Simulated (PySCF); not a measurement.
Fine-structure interval along the 5-electron series

Calculated with PySCF 2.14 and a two-component X2C-1e Hamiltonian (Gaussian nucleus, no Breit or QED terms), each ion in its own even-tempered basis scaled to its charge; GMP2 freezes nothing and drops the highest virtual spinors. Values in cm⁻¹.

```csv
ion,configuration,GHF (screened spin-orbit),GMP2 (screened spin-orbit),GHF (bare spin-orbit)
Pm⁵⁶⁺,[He] 2s2 2p1,5018900,5005500,5201300
Eu⁵⁸⁺,[He] 2s2 2p1,5788000,5773600,5992600
```

Question: Fill in the row of Sm⁵⁷⁺.

Answer: configuration: [He] 2s2 2p1; GHF (screened spin-orbit): 5392500; GMP2 (screened spin-orbit): 5378600; GHF (bare spin-orbit): 5585700.
